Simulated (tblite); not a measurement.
CH2NO, doublet, at a GFN2-xTB geometry; GFN1-xTB (tblite).

The tblite input:
```
$ tblite run mol.xyz --method gfn1 --charge 0 --spin 1 --efield 0,0,0.1 --json tblite.json --no-restart

# file mol.xyz
5

O     -0.26239492     1.20792016    -0.01400583
C     -0.41467571     0.01679901     0.00061495
N      0.43485650    -0.99377497     0.01109142
H      0.09501155    -1.93993374     0.02313653
H      1.44820656    -0.86779678     0.00758046
```

The log (banner, timings and long lists left out):

```
xTB calculator
 | screened Coulomb repulsion
 | Coulomb electrostatics
 |  * isotropic Klopman-Ohno-Mataga-Nishimoto electrostatics
 |  * onsite third-order electrostatics
 | DFT-D3(BJ) dispersion correction
 | Interactions (1)
 | [1] electric field

halogen bonding energy    0.0000000000000E+00 Eh
repulsion energy          1.0604470082886E-01 Eh
dispersion energy        -7.8315202917933E-04 Eh
interaction energy        0.0000000000000E+00 Eh
number of electrons       1.7000000000000E+01 e
integral cutoff           1.9731147476801E+01 bohr

------------------------------------------------------------
  cycle        total energy    energy error   density error
------------------------------------------------------------
      1     -10.82823876143  -1.0933500E+01   4.4238195E-01
      2     -11.01348684901  -1.8524809E-01   2.2122986E-01
      3     -11.01635533909  -2.8684901E-03   1.1021251E-01
      4     -11.01660806331  -2.5272423E-04   2.2121980E-02
      5     -11.01678332017  -1.7525686E-04   1.4977313E-02
      6     -11.01740032517  -6.1700500E-04   6.9144962E-04
      7     -11.01740119018  -8.6500902E-07   1.8820466E-04
      8     -11.01740126620  -7.6020910E-08   6.4897135E-05
      9     -11.01740127492  -8.7186347E-09   2.6760614E-05
     10     -11.01740127669  -1.7749979E-09   2.7371251E-07
------------------------------------------------------------

electronic energy        -1.1122662825492E+01 Eh
total energy             -1.1017401276693E+01 Eh

Post processing:
 | Mayer-Wiberg bond orders

[Info] JSON dump of results written to 'tblite.json'
```
